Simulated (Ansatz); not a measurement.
```xyz
4

O    -0.202   -0.477    1.658
Al    0.091   -0.024    0.020
F     1.612   -0.132   -0.562
Cl   -1.501    0.632   -1.117
```

Total charge 0; spin multiplicity 2.

List the PBE/def2-TZVPP orbital energies in eV (Ansatz). (Estimate.)

Computed: α occupied: -2739.62, -1508.29, -659.90, -512.02, -250.20, -190.86, -190.75, -190.75, -108.53, -70.61, -70.45, -70.41, -29.23, -24.29, -20.96, -11.88, -10.78, -10.35, -10.31, -9.91, -9.33, -8.91, -8.64, -8.39. α empty: -2.15, -1.20, 0.89, 1.29, 2.50, 3.55, 3.78, 4.14. β occupied: -2739.61, -1508.29, -659.89, -511.43, -250.19, -190.85, -190.74, -190.73, -108.54, -70.61, -70.46, -70.42, -29.21, -22.73, -20.91, -11.83, -10.56, -10.34, -10.20, -8.93, -8.86, -8.62, -7.87. β empty: -6.84, -2.09, -1.18, 1.03, 1.50, 2.56, 3.55, 3.84. ⟨S²⟩ = 0.753.
